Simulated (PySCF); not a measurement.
# Spinor energies of Os⁺ (osmium, charge +1)

Start: [Xe] 4f14 5d5 6s2; 5d5/2 filled at m_j = -3/2, -1/2, +1/2, +3/2, +5/2. Calculated with PySCF 2.14 in x2c-SVPall-2c with one added diffuse shell each of s, d type (8s9p10d2f, 99 functions): generalised Hartree-Fock with the X2C-1e Hamiltonian and a Gaussian nucleus; one run each with spin-orbit coupling (SO) switched off, then screened by Boettger's factors. This is a chosen level, not necessarily the ground level.

| spinor shell | electrons | ε, spin-free (eV) | ε, screened SO (eV) | weight of nominal j (screened SO) | rms radius, screened SO (bohr) |
| --- | --- | --- | --- | --- | --- |
| 1s1/2 | 2 | -74286.6 | -74262.0 | 1.000 | 0.0201 |
| 2s1/2 | 2 | -13093.6 | -13085.9 | 1.000 | 0.0809 |
| 2p1/2 | 2 | -11410.2 | -12507.7 | 1.000 | 0.0687 |
| 2p3/2 | 4 | -11410.2 | -10970.5 | 1.000 | 0.0764 |
| 3s1/2 | 2 | -3121.1 | -3118.5 | 1.000 | 0.207 |
| 3p1/2 | 2 | -2618.5 | -2860.5 | 1.000 | 0.198 |
| 3p3/2 | 4 | -2618.5 | -2519.6 | 1.000 | 0.214 |
| 3d3/2 | 4 | -2049.2 | -2091.2 | 1.000 | 0.189 |
| 3d5/2 | 6 | -2049.2 | -2018.7 | 1.000 | 0.192 |
| 4s1/2 | 2 | -702.23 | -701.38 | 1.000 | 0.459 |
| 4p1/2 | 2 | -534.38 | -591.68 | 1.000 | 0.466 |
| 4p3/2 | 4 | -534.38 | -510.71 | 1.000 | 0.499 |
| 4d3/2 | 4 | -321.61 | -330.25 | 0.999 | 0.520 |
| 4d5/2 | 6 | -321.61 | -314.95 | 0.999 | 0.531 |
| 5s1/2 | 2 | -119.54 | -119.37 | 1.000 | 1.08 |
| 5p1/2 | 2 | -73.257 | -83.696 | 0.914 | 1.23 |
| 4f5/2 | 6 | -82.897 | -84.174 | 0.980 | 0.610 |
| 4f7/2 | 8 | -82.897 | -81.221 | 0.985 | 0.610 |
| 5p3/2 | 4 | -73.257 | -68.619 | 0.957 | 1.27 |
| 5d5/2 | 5 | -24.169 | -24.107 | 0.496 | 1.78 |
| 6s1/2 | 2 | -16.107 | -16.095 | 0.999 | 3.03 |

```json
{"quantity": "E (hartree)", "spin-free": "-17239.92916", "screened SO": "-17262.40392"}
{"quantity": "M_J", "spin-free": "5/2", "screened SO": "5/2"}
{"quantity": "⟨J²⟩", "spin-free": "8.766", "screened SO": "8.778"}
{"quantity": "⟨L²⟩", "spin-free": "0.000", "screened SO": "0.308"}
{"quantity": "⟨S²⟩", "spin-free": "8.766", "screened SO": "8.453"}
```

Each row is a mean over spinors that exchange with the open shell spreads, by up to 9.193 eV (5p3/2).

Rows whose weight is well below 1 are mixtures of j = l ± 1/2: exchange outweighs spin-orbit coupling there, and the label is only the starting occupation.

Breit and QED terms are absent; they matter most for the inner s and p1/2 levels.

Densities and radii are taken from the X2C orbitals without a picture-change correction, which distorts them close to the nucleus.

Without spin-orbit coupling the j labels of p, d and f shells carry no meaning; the spin-free column gives the mean over the occupied spinors of each nl shell.
